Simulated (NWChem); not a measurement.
AlBr2Cl; SMILES [Al]([Br])([Cl])[Br]

Results from NWChem. Geometry: optimised at B3LYP/6-31G* (spherical d). Level MN15/def2-SVP: energy and gradient on several grids; changes count from the extra-fine grid, which is no exact limit either.

**Question.** Which is the coarsest grid (fine; coarse; medium; xfine; xcoarse) from which on the energy stays within 100 μHa and each gradient component within 200 μHa/bohr of xfine?

**Answer.** coarse.
| grid | size of the energy change (μHa) | largest change of a gradient component (μHa/bohr) |
|---|---|---|
| xcoarse | 400 | 100 |
| coarse | 10 | 40 |
| medium | < 10 | < 30 |
| fine | < 10 | < 30 |
| xfine | < 10 | < 30 |
